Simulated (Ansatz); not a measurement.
Na4H5 (the lowest doublet isomer of a short search). Charge 0, multiplicity 2. Geometry PBE-D4/def2-SVP, loosely relaxed, basis def2-TZVP, Ansatz.

Cartesian coordinates in Å:
```
Na 0.2883 1.6493 -2.8219
Na 0.7527 -0.7819 -0.5681
Na -1.3796 -0.0324 3.0101
Na -1.3830 1.9420 0.3651
H 0.7122 -2.3119 1.5605
H 1.2333 -0.1469 -2.4460
H 1.1587 -2.9304 1.4326
H -0.4479 -0.0159 0.9777
H -0.9347 2.6280 -1.5100
```

| run | HOMO (eV) | LUMO (eV) |
| --- | --- | --- |
| A | -3.71 | -0.60 |
| B | -2.97 | -0.98 |
| C | -2.83 | -1.29 |
| D | -2.68 | -1.38 |
| E | -2.48 | -1.47 |
| F | -3.94 | 0.20 |

B3LYP takes the VWN-RPA correlation. In the doublet, H5 and H7 lie 0.77 Å apart (atoms count from 1), so H2 has formed as a molecule. The structure comes from a short search, and lower isomers may exist.

HOMO and LUMO are taken over both spins.

The runs used B3LYP, CAM-B3LYP, PBE0, r2SCAN, r2SCANh, ωB97M-V. Estimate which is which.

A CAM-B3LYP (range-separated); B PBE0 (25 % exact exchange); C B3LYP (20 % exact exchange); D r2SCANh (10 % exact exchange); E r2SCAN (0 % exact exchange); F ωB97M-V (range-separated). Exact exchange lowers occupied and raises empty levels; among semilocal functionals meta-GGAs tend to open the gap a little, and such runs are hard to tell apart. The gap grows from 1.01 eV (r2SCAN) to 4.14 eV (ωB97M-V). The geometry of the charge 0 doublet is only loosely relaxed.
